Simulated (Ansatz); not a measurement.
A single point on `[SiH3]CCI`.

```yaml
crystal:
  periodic: [false, false, false]
  atoms:
    - {symbol: Si, position_ang: [0.069551, 1.549002, 0.140499]}
    - {symbol: C, position_ang: [-0.579788, -0.221922, 0.214150]}
    - {symbol: C, position_ang: [0.432619, -1.212478, -0.297605]}
    - {symbol: I, position_ang: [-0.275371, -3.250339, -0.225058]}
    - {symbol: H, position_ang: [0.406333, 1.912977, -1.261981]}
    - {symbol: H, position_ang: [-0.965403, 2.484822, 0.652410]}
    - {symbol: H, position_ang: [1.297931, 1.678384, 0.969465]}
    - {symbol: H, position_ang: [-0.851147, -0.444302, 1.250274]}
    - {symbol: H, position_ang: [-1.503013, -0.273295, -0.370340]}
    - {symbol: H, position_ang: [0.686790, -1.054289, -1.344047]}
    - {symbol: H, position_ang: [1.346897, -1.225461, 0.292833]}
basis:
  gaussian: {orbitals: def2-QZVPP}
correlation: {method: mp2}
```

```sh
$ ansatz run in.yaml --threads 4 --pin off --events-out ev --progress --plain --max-ram 10444MiB
```

It prints (some lines left out):

```
Functional definition: HF
2809 factors; integrals over basis functions are off by at most 7.5e-4 eV
mean field evaluation 1: about -18105.2221 eV, gradient 2.9e1 eV
mean field evaluation 2: about -18105.3388 eV, gradient 2.9e1 eV
mean field evaluation 4: about -18107.9491 eV, gradient 4.5e0 eV
mean field evaluation 8: about -18108.0130 eV, gradient 2.7e-1 eV
mean field -18108.01345745 eV, -665.4572205087 hartree, gradient 2.1e-6 eV, S^2 0.000000; 0 other end points of the search recorded, 0 dependent functions left out
11 core orbitals not correlated: weight in the atoms' cores, before any rotation towards them, 1.000 or more for the frozen orbitals, at most 0.000 for the correlated occupied ones
reference -18108.01345745 eV, -665.4572205087 hartree; 18, 18 occupied and 447, 447 virtual orbitals, 2809 factors
second order -32.19321695 eV of doubles, -0.00000000 eV of singles
Total energy: -18140.20667439 eV, -666.6402994102 hartree
```

Run time 24 s (4 threads of an Arm Neoverse V1 on a shared host); peak host memory 3 GiB.
